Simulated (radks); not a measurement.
Results of a calculation; reference values are marked as such.
Question: S10+, configuration [He] 2s2 2p2. Code: a radial shooting solver on a logarithmic mesh with Libxc functionals. Model: Dirac Kohn-Sham, PBE, spin-unpolarised, spherical densities, point nucleus; open shells are shared between the two j in proportion to 2j + 1; speed of light set to 1370.36 atomic units (10 times the physical value, a model run). Some entries of the table are withheld. Estimate them.

orbital      occ.  eigenvalue (hartree)  <r^2> (bohr^2)  <1/r> (bohr^-1)
1s1/2           2             -102.4570             (1)              (2)
2s1/2           2             -18.83257             (3)            3.409
2p1/2    0.666667             -17.31778          0.1757              (4)
2p3/2     1.33333             -17.31715          0.1757              (5)

Answer: 
(1) 1s1/2 <r^2> (bohr^2): 0.01260
(2) 1s1/2 <1/r> (bohr^-1): 15.60
(3) 2s1/2 <r^2> (bohr^2): 0.2196
(4) 2p1/2 <1/r> (bohr^-1): 3.344
(5) 2p3/2 <1/r> (bohr^-1): 3.344
